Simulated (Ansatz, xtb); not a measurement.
**Relaxing a trial structure of BGaH6Si**

The starting geometry of this gas-phase singlet has its atoms placed at random.

```xyz
9

B     0.4900   -0.4731    1.5485
Ga   -0.1929    1.6752   -1.2266
Si   -1.7043   -0.9464   -0.4415
H     1.4093    0.5053    1.6157
H    -0.2157    2.4118    0.1616
H     0.4283    0.8668    1.0231
H    -1.2816    0.6681   -1.7708
H    -0.6490    0.1803    0.7783
H     0.6788    1.8509    0.0715
```

Question: One run relaxed it with r2SCAN-D4/def2-SVP. What is a likely outcome?

Answer: It falls apart into BGaH4Si + H2. Distances that change by over a tenth: B1–Ga2 (3.58 → 2.40 Å), B1–H4 (1.34 → 1.21 Å), Ga2–Si3 (3.13 → 2.80 Å), Ga2–H7 (1.58 → 2.02 Å). Contacts that open: Ga2–H5 (1.57 → 3.35 Å), Ga2–H9 (1.57 → 3.42 Å). Contacts that close: B1–Si3 (3.00 → 1.98 Å), B1–H6 (1.44 → 1.24 Å), B1–H8 (1.52 → 1.34 Å), Si3–H7 (2.13 → 1.59 Å), Si3–H8 (1.97 → 1.72 Å), H5–H9 (1.06 → 0.76 Å).

The energy falls by 10.16 eV over 30 steps:

| step | E − E(last) (eV) |
| --- | --- |
| 1 | 10.159 |
| 4 | 4.237 |
| 7 | 0.905 |
| 11 | 0.046 |
| 14 | 0.007 |
| 17 | 0.001 |
| 20 | 0.000 |
| 24 | 0.000 |
| 27 | 0.000 |
| 30 | 0.000 |

Final geometry (Å):

```csv
atom,x (Å),y (Å),z (Å)
B,0.5019,-0.2723,0.6662
Ga,0.5432,0.7785,-1.4861
Si,-1.2379,-0.8626,-0.0756
H,1.0197,-1.0017,1.4776
H,-0.5324,3.5987,-0.0296
H,1.2218,0.7186,0.4448
H,-1.3888,0.3781,-1.0656
H,-0.6578,0.1544,1.1854
H,-0.5068,3.2475,0.6426
```

From the same start GFN2-xTB ends elsewhere, in pieces: BH6Si + Ga.

From so rough a start the end depends on the optimiser's path, so another program may land elsewhere. No frequencies were run, so the end isn't proven a minimum. Run with Ansatz 0.2.0, 56 s on 2 threads of Intel(R) Xeon(R) Platinum 8259CL CPU @ 2.50GHz (Skylake/Cascade Lake) (shared host).
